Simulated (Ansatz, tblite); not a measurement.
Removing and adding an electron: the cluster Ga₂As₃. Charge 0, multiplicity 2. Geometry: r2SCAN-D4/def2-SVP. Ansatz, gas phase; energy differences of separate SCF runs; the oxidised species is a singlet (the triplet lies 0.34 eV higher at PBE0-D4/def2-TZVP); the reduced species is a singlet (the triplet lies 1.11 eV higher at PBE0-D4/def2-TZVPD).

Cartesian coordinates in Å:
```
Ga -1.732 -0.087 -0.163
Ga -0.077 -1.913 0.146
As 1.099 -0.004 -1.161
As -0.143 1.807 -0.160
As 0.853 0.198 1.338
```

The xTB rows come from tblite. The structure comes from a short search, and lower isomers may exist.

```
               level  −HOMO (eV)  vertical IE (eV)  −LUMO (eV)  vertical EA (eV)  HOMO–LUMO gap (eV)  IE − EA (eV)                                    remarks
            GFN1-xTB           –             10.52           –              6.04                   –          4.48                                          –
            GFN2-xTB           –             10.06           –                 –                   –             –                                          –
    PBE-D4/def2-TZVP        4.79              7.18        4.09                 –                0.70             –  restricted singlet, untested (+1 singlet)
   PBE-D4/def2-TZVPD        4.81                 –        4.11              1.95                0.70             –               HOMO above zero (-1 singlet)
 r2SCAN-D4/def2-TZVP        5.16              7.45        3.96                 –                1.20             –  restricted singlet, untested (+1 singlet)
r2SCAN-D4/def2-TZVPD        5.15                 –        3.96              1.98                1.20             –               HOMO above zero (-1 singlet)
   PBE0-D4/def2-TZVP        5.69              7.35        3.44                 –                2.25             –  restricted singlet, untested (+1 singlet)
  PBE0-D4/def2-TZVPD        5.70                 –        3.46              1.99                2.24             –                                          –
```

Relaxing the oxidised species (r2SCAN-D4/def2-SVP) changes its energy by -0.48 eV at PBE-D4/def2-TZVP, so the adiabatic ionisation energy to this nearest minimum is 6.70 eV. At PBE0-D4/def2-TZVP it is 6.86 eV.     A HOMO above zero means that the electron is unbound at that level or that self-interaction error raises the level; the energy of removing that electron tells which. HOMO and LUMO are the levels of the spin that leaves or enters (xTB has no such levels and no spin-polarisation term). Other spin states of the ions may lie lower, which would lower the ionisation energy or raise the affinity. Raw xTB energy differences between charge states are shifted by several eV; the methods need an empirical correction for them.
